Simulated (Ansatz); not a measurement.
Two isomers of CH7ClGeSi: A = `C[SiH](Cl)[GeH3]`, B = `[CH3][GeH]([SiH3])[Cl]`.

Computed with Ansatz on PBE0-D4/def2-TZVP structures; ΔE is electronic, products minus reactants. CBS: MP2 limit from def2 TZ/QZ plus the TZ coupled-cluster correction, frozen cores. DFT in def2-TZVPP. For Ge outer-core shells are correlated without core-valence functions, which leaves a few kJ/mol of doubt a bond. Scalar relativity is left out up to krypton.

A:

Z-matrix (Å, degrees):
```
C
Si 1 1.862
H 1 1.092 2 110.9
H 1 1.092 2 110.5 3 -120.3
H 1 1.094 2 110.0 3 119.9
Cl 2 2.070 1 108.9 3 61.8
Ge 2 2.379 1 112.6 3 -57.7
H 2 1.487 1 110.5 3 178.5
H 7 1.538 2 110.1 1 58.5
H 7 1.540 2 110.3 1 -60.9
H 7 1.536 2 110.8 1 178.9
```

B:

Z-matrix (Å, degrees):
```
C
Ge 1 1.947
H 1 1.090 2 109.9
H 1 1.090 2 109.6 3 -119.9
H 1 1.092 2 110.0 3 120.1
Si 2 2.383 1 114.7 3 -54.8
Cl 2 2.177 1 106.5 3 61.6
H 2 1.541 1 111.0 3 175.6
H 6 1.488 2 109.7 1 -64.1
H 6 1.486 2 109.0 1 55.3
H 6 1.484 2 109.8 1 175.7
```

Which is lower in electronic energy at CCSD(T)/CBS, and by how much? (Estimate.)

Computed: A, by 30.7 kJ/mol.

Give E(B) − E(A) in kJ/mol with CCSD/def2-TZVPP, BLYP-D4, MP2/def2-TZVPP, PBE-D4, PBE0-D4, ωB97M-V, LDA (SPW92). (Estimate.)

Computed: CCSD/def2-TZVPP 25.4, BLYP-D4 27.3, MP2/def2-TZVPP 26.8, PBE-D4 31.3, PBE0-D4 31.7, ωB97M-V 32.6, LDA (SPW92) 39.9. None reverses the order clearly.

Does the order hold for the free energy at 298.15 K (harmonic terms from PBE0-D4)? (Best estimate.)

Computed: Yes: G(B) − G(A) = +30.8 kJ/mol.

Largest T1 diagnostic: 0.011.

Leaving LDA and LC-ωPBE aside and taking each functional with its dispersion term where it has one, the values, not all of them listed here, spread over 10.8 kJ/mol, from BLYP-D4 to B97M-V. LDA lies +9.2 kJ/mol from PBE without D4. At CCSD(T), def2-SVP lies −5.4 kJ/mol from the extrapolated value and def2-TZVPP −5.2 kJ/mol.
